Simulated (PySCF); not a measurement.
Species: CH7FInN.
Atom-mapped SMILES: `[NH3+:1][InH2-:2][CH2:3][F:4]` (hydrogens: H5, H6, H7 on N1; H8, H9 on In2; H10, H11 on C3)

Method: PBE0-D3(BJ)/def2-SVP geometry optimisation, gas phase, def2 core potentials past Kr in PySCF.

(1) List the bond lengths, angles and torsions at this level.

Answers

(1) 
```
               bond  length (bohr)   order
             N1–In2          4.459  single
             In2–C3          4.212  single
              C3–F4          2.666  single
N1–H5, N1–H6, N1–H7          1.929  single
     In2–H8, In2–H9          3.289  single
     C3–H10, C3–H11          2.083  single
```

Bonds in one row agree within 0.02 bohr and their mean is given. Orders are formal, as drawn. A selection of angles:
```
     angle  degrees
 In2–N1–H5    114.8
 In2–N1–H6     98.6
 In2–N1–H7    116.8
  H5–N1–H6    108.9
  H5–N1–H7    108.3
 N1–In2–C3     86.6
 N1–In2–H8    103.0
 N1–In2–H9     99.4
 C3–In2–H8    118.4
 C3–In2–H9    116.1
 H8–In2–H9    121.7
 In2–C3–F4    108.5
In2–C3–H10    113.6
 F4–C3–H10    107.2
H10–C3–H11    107.5
```

Torsions: N1–In2–C3–F4 18° (synperiplanar). The mirror-image conformer, all signs reversed, is as good.

In2 (indium bonded to C, N and 2 H) has angles from 86.6° to 121.7°. N1 (nitrogen bonded to In and 3 H) is distorted tetrahedral (angles from 98.6° to 116.8°). H6 on N1 lies 1.95 Å from F4, 4 bonds away (angle at H 137°; Bondi radii sum to 2.67 Å).

Point group: C1 (no symmetry element, even within 0.4 Å). Not checked by PBE0-D3(BJ)/def2-SVP frequencies. One conformer, not necessarily the lowest.

On one thread of an AMD EPYC 9B14, on a shared host, this took 71 s wall and 0.44 GiB of memory at its peak. That covers the optimisation of the geometry.
